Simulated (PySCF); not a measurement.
C4H6F2, SMILES CC(C)=C(F)F.

Geometry: PBE-D3(BJ)/def2-SVP.

Method: PySCF with PBE-D3(BJ)/def2-SVP.

No scaling factor is applied to the harmonic values.

| mode | ν (cm⁻¹) | IR (km/mol) | moving atoms (share of kinetic energy) |
|---|---|---|---|
| 1 | 151 | 0.0 | H 99 % |
| 2 | 162 | 0.4 | H 94 % |
| 3 | 176 | 0.0 | F 56 %, C 28 %, H 16 % |
| 4 | 236 | 1.2 | F 43 %, C 40 %, H 17 % |
| 5 | 318 | 2.4 | C 62 %, H 31 % |
| 6 | 330 | 2.9 | C 47 %, H 35 %, F 18 % |
| 7 | 513 | 3.4 | F 62 %, C 29 %, H 9 % |
| 8 | 526 | 1.8 | F 47 %, C 42 %, H 11 % |
| 9 | 584 | 3.4 | C 87 % |
| 10 | 731 | 10.5 | F 49 %, C 40 %, H 11 % |
| 11 | 938 | 2.0 | H 75 %, C 25 % |
| 12 | 953 | 0.0 | H 79 %, C 21 % |
| 13 | 956 | 5.9 | H 50 %, C 38 %, F 12 % |
| 14 | 1045 | 0.8 | H 61 %, C 39 % |
| 15 | 1158 | 143.5 | C 57 %, H 28 %, F 15 % |
| 16 | 1231 | 69.3 | C 73 %, H 15 %, F 12 % |
| 17 | 1279 | 121.0 | C 61 %, H 28 %, F 12 % |
| 18 | 1352 | 2.0 | H 77 %, C 23 % |
| 19 | 1354 | 7.4 | H 49 %, C 49 % |
| 20 | 1398 | 0.0 | H 97 % |
| 21 | 1405 | 3.7 | H 96 % |
| 22 | 1414 | 18.4 | H 97 % |
| 23 | 1417 | 0.9 | H 93 % |
| 24 | 1776 | 176.9 | C 95 % |
| 25 | 2953 | 18.6 | H 97 % |
| 26 | 2957 | 39.3 | H 97 % |
| 27 | 3018 | 30.9 | H 91 %, C 9 % |
| 28 | 3019 | 0.0 | H 91 %, C 9 % |
| 29 | 3089 | 6.6 | H 91 %, C 9 % |
| 30 | 3089 | 6.8 | H 91 %, C 9 % |
